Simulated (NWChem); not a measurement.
System meant: YF2 cation; SMILES [F][Y+][F]

Input file for NWChem:

```
start job
memory heap 200 mb stack 900 mb global 1100 mb
charge 1
geometry units angstroms noautoz
  Y      0.000000     0.000000     0.187049
  F     -1.575246     0.000000    -0.917708
  F      1.575246     0.000000    -0.917708
end
basis spherical
  * library def2-svp
end
dft
  xc xpbe96 cpbe96
  iterations 150
  mulliken
end
task dft energy
```

End of the output:

```
             Northwest Computational Chemistry Package (NWChem) 7.3.0
             --------------------------------------------------------

 C2V symmetry detected

                             Geometry "geometry" -> ""
                             -------------------------

 Output coordinates in angstroms (scale by  1.889725989 to convert to a.u.)

  No.       Tag          Charge          X              Y              Z
 ---- ---------------- ---------- -------------- -------------- --------------
    1 Y                   39.0000     0.00000000     0.00000000     0.34887063
    2 F                    9.0000    -1.57524600     0.00000000    -0.75588637
    3 F                    9.0000     1.57524600     0.00000000    -0.75588637

 Effective nuclear repulsion energy (a.u.)     206.6805548794

      Symmetry information
      --------------------

 Group name             C2v
 Group number             16
 Group order               4
 No. of unique centers     2

  pbe96 is a nonlocal functional; adding pw91lda local functional.

                                 NWChem DFT Module
                                 -----------------

 Summary of "ao basis" -> "ao basis" (spherical)
 ------------------------------------------------------------------------------
       Tag                 Description            Shells   Functions and Types
 ---------------- ------------------------------  ------  ---------------------
 Y                          def2-svp                11       31   5s3p2d1f
 F                          def2-svp                 6       14   3s2p1d

      Symmetry analysis of basis
      --------------------------

        a1         24
        a2          7
        b1         17
        b2         11

            General Information
            -------------------
          SCF calculation type: DFT
          Wavefunction type:  closed shell.
          No. of atoms     :     3
          No. of electrons :    56
           Alpha electrons :    28
            Beta electrons :    28
          Charge           :     1
          Spin multiplicity:     1
          Use of symmetry is: on ; symmetry adaption is: on
          Maximum number of iterations: 150
          AO basis - number of functions:    59
                     number of shells:    23
          Convergence on energy requested:  1.00D-06
          Convergence on density requested:  1.00D-05
          Convergence on gradient requested:  5.00D-04

              XC Information
              --------------
          PerdewBurkeErnzerhof Exchange Functional  1.000
            Perdew 1991 LDA Correlation Functional  1.000 local
           PerdewBurkeErnz. Correlation Functional  1.000 non-local

             Grid Information
             ----------------
          Grid used for XC integration:  medium
          Radial quadrature: Mura-Knowles
          Angular quadrature: Lebedev.
          Tag              B.-S. Rad. Rad. Pts. Rad. Cut. Ang. Pts.
          ---              ---------- --------- --------- ---------
          Y                   1.80      123          10.0       590
          F                   0.50       49           7.0       434
          Grid pruning is: on
          Number of quadrature shells:   172
          Spatial weights used:  Erf1

      Superposition of Atomic Density Guess
      -------------------------------------

 Sum of atomic energies:        -809.16722947

 Renormalizing density from      57.00 to     56

      Non-variational initial energy
      ------------------------------

 Total energy =    -801.923768
 1-e energy   =   -1489.257024
 2-e energy   =     480.652702
 HOMO         =      -1.962757
 LUMO         =      -1.955386

      Symmetry analysis of molecular orbitals - initial
      -------------------------------------------------

  Numbering of irreducible representations:

     1 a1          2 a2          3 b1          4 b2

  Orbital symmetries:

     1 a1          2 a1          3 b1          4 a1          5 b1
     6 a1          7 b2          8 b1          9 a1         10 a2
    11 a1         12 b2         13 a1         14 b1         15 a1
    16 b2         17 a1         18 b1         19 b1         20 a2
    21 a1         22 b2         23 b1         24 a1         25 b2
    26 a1         27 b1         28 a1         29 a2         30 b2
    31 b1         32 a1         33 b1         34 a1         35 b2
    36 a2         37 a1         38 b2

     ---------------------------------------------
      Total Density - Mulliken Population Analysis
     ---------------------------------------------

    Atom       Charge   Shell Charges
 -----------   ------   -------------------------------------------------------
    1 Y   39    41.77   2.01  2.06  2.18 -0.45  0.12  6.03  6.68 -0.29 10.84 -0.35 12.94
    2 F    9     7.12   1.99  1.14  0.66  2.47  0.84  0.02
    3 F    9     7.12   1.99  1.14  0.66  2.47  0.84  0.02

[...]
```

Problem. Can this run be used? If not, why, and what is the fix?

Solution. The run ends normally but its numbers are meaningless: the def2 basis of a heavy element holds valence functions alone and wants its effective core potential (without it all electrons must fit into that basis). This input runs:
```
start job
memory heap 200 mb stack 900 mb global 1100 mb
charge 1
geometry units angstroms noautoz
  Y      0.000000     0.000000     0.187049
  F     -1.575246     0.000000    -0.917708
  F      1.575246     0.000000    -0.917708
end
basis spherical
  Y library def2-svp
  F library def2-svp
end
ecp
  Y library def2-ecp
end
dft
  xc xpbe96 cpbe96
  iterations 150
  mulliken
end
task dft energy
```
It converges to -237.57053 Ha (PBE/def2-SVP with def2 effective core potentials on Y). The faulty run gave -830.013 Ha, with all electrons squeezed into the valence basis.
